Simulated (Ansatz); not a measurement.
Geometry optimisation, Ansatz 0.2.0, RKS PBE-D4/def2-SVP.

The input (input.yaml):

```yaml
crystal:
  periodic: [false, false, false]
  atoms:
    - { symbol: C, position_ang: [-1.5164, 1.1348, -0.3964] }
    - { symbol: Sn, position_ang: [0.0081, -0.133, -1.0342] }
    - { symbol: Sn, position_ang: [1.3868, -1.0019, 1.2035] }
    - { symbol: H, position_ang: [-2.0543, 1.5413, -1.3005] }
    - { symbol: H, position_ang: [-2.2471, 0.6265, 0.2555] }
    - { symbol: H, position_ang: [-1.131, 2.0669, 0.1224] }
    - { symbol: H, position_ang: [-0.6454, -1.5061, -1.8644] }
    - { symbol: H, position_ang: [1.1337, 0.7489, -2.1113] }
    - { symbol: H, position_ang: [2.715, -2.058, 0.7605] }
    - { symbol: H, position_ang: [0.3317, -1.8562, 2.3119] }
    - { symbol: H, position_ang: [2.0843, 0.3797, 2.0736] }
basis:
  gaussian: { orbitals: def2-SVP }
hamiltonian:
  xc: pbe
  dispersion: d4
relax:
  f_tol: 0.015
  max_steps: 40
output:
  orbitals: {}
```

Run as:

```bash
$ ansatz run input.yaml --threads 2 --pin off --max-ram 3072MiB --backend cpu --events-out ev --progress --plain --runs-dir out
```

Problem. Where does it end, and by what steps?

Solution. The forces met the threshold. After 4 steps the energy has fallen by 0.142 eV; C1 moved furthest, 0.11 Å.

```json
{"step": "0", "energy less start (eV)": "0.0000", "largest force component (eV/Å)": "2.021", "accepted": "yes"}
{"step": "1", "energy less start (eV)": "-0.0575", "largest force component (eV/Å)": "0.553", "accepted": "yes"}
{"step": "2", "energy less start (eV)": "-0.1408", "largest force component (eV/Å)": "0.111", "accepted": "yes"}
{"step": "3", "energy less start (eV)": "-0.1410", "largest force component (eV/Å)": "0.083", "accepted": "yes"}
{"step": "4", "energy less start (eV)": "-0.1421", "largest force component (eV/Å)": "0.002", "accepted": "yes"}
```

```xyz
11
Properties=species:S:1:pos:R:3
C -1.584 1.209 -0.436
Sn 0.033 -0.128 -1.014
Sn 1.447 -1.023 1.232
H -2.121 1.550 -1.341
H -2.291 0.676 0.229
H -1.172 2.086 0.098
H -0.628 -1.481 -1.876
H 1.105 0.711 -2.091
H 2.742 -2.085 0.795
H 0.406 -1.879 2.320
H 2.129 0.309 2.105
```

Whether the end is a true minimum wasn't checked by a vibrational analysis.

Run time: 8.5 s on 2 threads of Intel(R) Xeon(R) Platinum 8375C CPU @ 2.90GHz (Ice Lake), with other jobs on the host, peak memory 0.17 GiB.
